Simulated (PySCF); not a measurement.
**Correlation energy of P⁺ (phosphorus, charge +1)**

[Ne] 3s2 3p1 4s1, high-spin 3P determinant (an excited configuration). Calculation: PySCF 2.14, in dyall-acv3z (19s12p6d4f, 113 functions); scalar relativity by spin-free X2C-1e. Frozen: 1s2; 12 electrons correlated; the 18 highest virtual orbitals of each spin left out.

```csv
level,correlation energy (mhartree)
CCSD,-378.41
(T),-5.70
CCSD(T),-384.11
```

Diagnostics: T1 = 0.011, D1 = 0.0434, largest double amplitude 0.093.

The outer electron is Rydberg-like, and this basis confines it to a smaller radius and binds it less than a complete one would.

Cost of the coupled-cluster step: roughly 110 core-seconds, for 12 correlated electrons.
